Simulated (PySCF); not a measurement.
## Mayer bond orders and bond lengths

Compound: BMe2(CN), C3H6BN.
Geometry (PBE0-D3(BJ)/def2-SVP, Å), atoms numbered from 1 in this order:
```xyz
11
C3H6BN angstrom
B     -0.1095   -0.2082    0.0061
C      1.4487   -0.2855   -0.0210
H      1.7540   -0.4819    1.0265
H      1.9343    0.6517   -0.3274
H      1.8412   -1.1305   -0.6060
C     -0.9283    1.1201    0.0110
H     -1.2607    1.2703   -1.0359
H     -0.3370    2.0034    0.2906
H     -1.8506    1.0709    0.6088
C     -0.9012   -1.5485    0.0312
N     -1.4927   -2.5473    0.0470
```

Bond orders from the PBE0/pcSseg-1 density (PySCF). Isolated species at its PBE0-D3(BJ)/def2-SVP geometry, gas phase.

Task: Set the Mayer orders of the bonds beside their lengths.

Result: 
```tsv
bond	length (Å)	Mayer order
B1–C2	1.560	1.074
B1–C6	1.560	1.074
B1–C10	1.557	0.904
C2–H3	1.109	0.912
C2–H4	1.099	0.957
C2–H5	1.100	0.949
C6–H7	1.109	0.912
C6–H8	1.099	0.957
C6–H9	1.100	0.949
C10–N11	1.161	2.905
```

By pair of heavy elements: B–C: lowest B1–C10 (0.904, 1.557 Å), highest B1–C2 and B1–C6 (1.074, 1.560 Å); in 2 of the 3 pairs the longer bond (by over 0.003 Å) has the higher order (by 0.02 or more). Bonds named together lie within 0.004.

Task: Sum the orders of all bonds at each heavy atom with more than one neighbour.

Result: B1 3.052, C2 3.892, C6 3.892, C10 3.809. Orders between atoms that aren't bonded are not in these sums.

The Mayer order sums products of elements of PS (density times overlap matrix) between the two atoms' basis functions, so it depends on the basis set.
